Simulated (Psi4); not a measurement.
P₂, charge +1, doublet, at a GFN2-xTB geometry (a state made from the parent by changing its charge; the spin is typed, not shown lowest); X3LYP/def2-SVP (Psi4 1.11).

The Psi4 input:
```
memory 2 GB

molecule mol {
1 2
P    -0.000000   -0.000000   -0.984938
P     0.000000    0.000000    0.984938
}

set {
  basis def2-svp
  reference uks
}

energy('x3lyp')
print_variables()
```

### Question
Predict the main parts of the log of this Psi4 run.

### Answer

```
   => Loading Basis Set <=

    Name: DEF2-SVP
    Role: ORBITAL
    Keyword: BASIS

         ---------------------------------------------------------
                                   SCF
               by Justin Turney, Rob Parrish, Andy Simmonett
                          and Daniel G. A. Smith
                              UKS Reference
         ---------------------------------------------------------

  ==> Geometry <==

    Molecular point group: d2h
    Full point group: D_inf_h

    Geometry (in Angstrom), charge = 1, multiplicity = 2:

       Center              X                  Y                   Z               Mass
    ------------   -----------------  -----------------  -----------------  -----------------
         P            0.000000000000     0.000000000000    -0.984938000000    30.973761998420
         P            0.000000000000     0.000000000000     0.984938000000    30.973761998420

  Running in d2h symmetry.

  Rotational constants: A = ************  B =      0.28051  C =      0.28051 [cm^-1]
  Rotational constants: A = ************  B =   8409.60234  C =   8409.60234 [MHz]
  Nuclear repulsion =   60.442826046284132

  Charge       = 1
  Multiplicity = 2
  Electrons    = 29
  Nalpha       = 15
  Nbeta        = 14

  ==> Algorithm <==

  SCF Algorithm Type is DF.
  DIIS enabled.
  MOM disabled.
  Fractional occupation disabled.
  Guess Type is SAD.
  Energy threshold   = 1.00e-06
  Density threshold  = 1.00e-06
  Integral threshold = 1.00e-12

  ==> Primary Basis <==

  Basis Set: DEF2-SVP
    Blend: DEF2-SVP
    Number of shells: 16
    Number of basis functions: 36
    Number of Cartesian functions: 38
    Spherical Harmonics?: true
    Max angular momentum: 2

  ==> DFT Potential <==

   => LibXC <=

    Version 7.1.2
    S. Lehtola, C. Steigemann, M. J. T. Oliveira, and M. A. L. Marques,  SoftwareX 7, 1–5 (2018) (10.1016/j.softx.2017.11.002)

   => Composite Functional: X3LYP <=

    X3LYP Hyb-GGA Exchange-Correlation Functional

    X. Xu and W. A. Goddard,  Proc. Natl. Acad. Sci. U. S. A. 101, 2673 (2004) (10.1073/pnas.0308730100)

    Deriv               =              1
    GGA                 =           TRUE
    Meta                =          FALSE

    Exchange Hybrid     =           TRUE
    MP2 Hybrid          =          FALSE

   => Exchange Functionals <=

    0.0730   Slater exchange
    0.5424         Becke 88
    0.1666   Perdew & Wang 91

   => Exact (HF) Exchange <=

    0.2180               HF

[...]
   @S   Expected:                5.000000000E-01
   @S   Observed:                5.000000000E-01

    Orbital Energies [Eh]
    ---------------------

    Alpha Occupied:

[...]
    Alpha Virtual:

[...]
    Beta Occupied:

[...]
    Beta Virtual:

[...]
       9B1u    0.898302

    Final Occupation by Irrep:
             Ag   B1g   B2g   B3g    Au   B1u   B2u   B3u
    DOCC [     5,    0,    1,    1,    0,    4,    2,    1 ]
    SOCC [     0,    0,    0,    0,    0,    0,    0,    1 ]
    NA   [     5,    0,    1,    1,    0,    4,    2,    2 ]
    NB   [     5,    0,    1,    1,    0,    4,    2,    1 ]

  @DF-UKS Final Energy:  -682.04501432267705

   => Energetics <=

    Nuclear Repulsion Energy =             60.4428260462841322
    One-Electron Energy =               -1054.9017427557182600
    Two-Electron Energy =                 348.6847708269530131
    DFT Exchange-Correlation Energy =     -36.2708684401958692
    Empirical Dispersion Energy =           0.0000000000000000
    VV10 Nonlocal Energy =                  0.0000000000000000
    Total Energy =                       -682.0450143226769342

  UHF NO Occupations:
  HONO-2 :    5 Ag 1.9995960
  HONO-1 :    4B1u 1.9993961
  HONO-0 :    2B3u 1.0000000
  LUNO+0 :    5B1u 0.0006039
  LUNO+1 :    6 Ag 0.0004040
  LUNO+2 :    7 Ag 0.0000148
  LUNO+3 :    3B2u 0.0000120

Computation Completed

Properties will be evaluated at   0.000000,   0.000000,   0.000000 [a0]

Properties computed using the SCF density matrix

 Multipole Moments:

 ------------------------------------------------------------------------------------
     Multipole            Electronic (a.u.)      Nuclear  (a.u.)        Total (a.u.)
 ------------------------------------------------------------------------------------

 L = 1.  Multiply by 2.5417464519 to convert [e a0] to [Debye]
 Dipole X            :          0.0000000            0.0000000            0.0000000
 Dipole Y            :          0.0000000            0.0000000            0.0000000
 Dipole Z            :          0.0000000            0.0000000            0.0000000
 Magnitude           :                                                    0.0000000

 ------------------------------------------------------------------------------------

  Variable Map:
  ----------------------------------------------------------------------------
[...]
  Array Variable Map:
  ----------------------------------------------------------------------------
[...]
[...]
```
